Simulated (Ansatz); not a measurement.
Calculated with Ansatz (gas phase, PBE0-D4/def2-TZVP geometries, no zero-point term in ΔE). CBS: MP2 limit from def2 TZ/QZ plus the TZ coupled-cluster correction, frozen cores. This one scheme is used for every species. Functionals use def2-TZVPP. Each species was taken in one conformer, which may not be the lowest.

Consider the hydrogenolysis of a C–F bond: `FC(F)=C(F)C(F)F` + H₂ → `F/C=C(\F)C(F)F` + H–F.

```
             level  ΔE (kJ/mol)
         revPBE-D4        -83.3
             BHLYP       -100.3
         CAM-B3LYP        -92.4
SCS-MP2/def2-TZVPP       -103.8
```

Question: What does CCSD(T)/CBS give? (Best estimate.)

Answer: The calculation gave: -107.2 kJ/mol. The listed levels differ from it by 23.9, 6.9, 14.8, 3.4 kJ/mol.

Largest T1 diagnostic among the species: 0.013.

From r2SCAN to r2SCAN0 (25 % exact exchange), in def2-TZVPP and without D4, ΔE moves by −8.3 kJ/mol. At CCSD(T), def2-SVP lies +23.7 kJ/mol from the extrapolated value and def2-TZVPP +5.6 kJ/mol. Leaving LDA and LC-ωPBE aside and taking each functional with its dispersion term where it has one, the values, not all of them listed here, spread over 17.2 kJ/mol, from PBE-QIDH to r2SCAN-D4. LDA lies +8.8 kJ/mol from PBE without D4.

CCSD(T)/CBS has its own doubt, a few kJ/mol and more with outer-core shells, so smaller differences from it don't rank the levels.
